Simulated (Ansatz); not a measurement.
# An input for triplet CuCl

The species is CuCl (2 atoms), meant as a triplet with charge 0. SMILES of the parent species: `[Cl][Cu]`. The shape is that of a PBE0-D4/def2-TZVP optimisation. That shape belongs to the parent species and isn't relaxed for this state.

```xyz
2

Cl    0.8983   -0.3452    0.4464
Cu   -0.8688    0.2850   -0.4424
```

Settings wanted:

| Setting | Value |
| --- | --- |
| basis set | STO-3G |
| task | energy |
| method | DFT |
| functional | HSE06 |
| reference | UKS |
| relativity | none |
| accuracy | high |

Task: Give an Ansatz 0.2.0 job that does this.

Result: One that was run (others would do as well):

job.yaml:
```yaml
crystal:
  periodic: [false, false, false]
  atoms:
    - symbol: Cl
      position_ang: [0.898300, -0.345200, 0.446400]
    - symbol: Cu
      position_ang: [-0.868800, 0.285000, -0.442400]
basis:
  gaussian: {orbitals: STO-3G}
accuracy: high
hamiltonian: {xc: hse06}
magnetization: {spin_polarized: true, initial_magnetization: 2}
```

```bash
$ ansatz run job.yaml --threads 1 --pin off --max-ram 2610MiB --events-out events.jsonl --progress --plain --runs-dir runs
```

Calculated total energy: -2076.55715 Eh.
